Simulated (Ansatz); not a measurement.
Total energies of `F[C@@H]1[C@@H](F)CC(F)(F)C1(F)F`.

```
atom   x (Å)   y (Å)   z (Å)
  F1  -1.565  -1.832  -0.553
  C2  -0.490  -0.984  -0.661
  C3  -0.940   0.469  -0.765
  C4   0.242   1.229  -0.214
  F5   1.257   1.236  -1.113
  F6  -0.023   2.501   0.117
  C7   0.684   0.378   0.995
  F8  -0.140   0.674   2.029
  F9   1.940   0.609   1.372
 C10   0.423  -1.079   0.568
 F11   1.590  -1.721   0.268
 H12   0.093  -1.286  -1.535
 H13  -1.190   0.780  -1.778
 H14  -1.800   0.634  -0.112
 H15  -0.079  -1.609   1.381
```

Total charge 0; spin multiplicity 1. All single points use the PBE0-D4/def2-TZVP geometry. Basis def2-TZVPP, Ansatz 0.2.0.

RPA on PBE orbitals: Hartree–Fock energy of these orbitals -788.49771 Eh, correlation -3.46951 Eh (frozen core).

```tsv
functional	energy without D4 (Eh)	D4 term (kJ/mol)
PBE0	-791.54221	-31.5
r2SCANh	-791.94154	-10.3
```

(1) Give the same for LDA (SPW92), PBE, revPBE, BLYP, r2SCAN, B97M-V, B3LYP, r2SCAN0, HSE06 (plane-wave form), BHLYP, CAM-B3LYP, LC-ωPBE, ωB97X-V, ωB97M-V, B2PLYP, PBE-QIDH. (Estimate.)

B3LYP takes the VWN-RPA correlation (the form of Gaussian; ORCA's B3LYP/G). HSE06 is the plane-wave form, built on full-range PBE exchange. The double hybrids freeze the cores in their second-order part.

Answers

(1) The calculation gave: 
```
             functional  energy without D4 (Eh)  D4 term (kJ/mol)
            LDA (SPW92)              -786.80546                 –
                    PBE              -791.52633             -37.4
                 revPBE              -792.06038            -125.6
                   BLYP              -792.19611             -83.1
                 r2SCAN              -791.98299              -9.9
                 B97M-V              -792.12573                 –
                  B3LYP              -792.32526             -59.3
                r2SCAN0              -791.88223             -11.2
HSE06 (plane-wave form)              -791.50817             -29.0
                  BHLYP              -791.99561             -40.7
              CAM-B3LYP              -792.10387             -31.4
                LC-ωPBE              -791.89160                 –
                ωB97X-V              -792.09182                 –
                ωB97M-V              -792.13071                 –
                 B2PLYP              -791.84583                 –
               PBE-QIDH              -791.44178                 –
```

LC-ωPBE has ω = 0.4 bohr⁻¹.
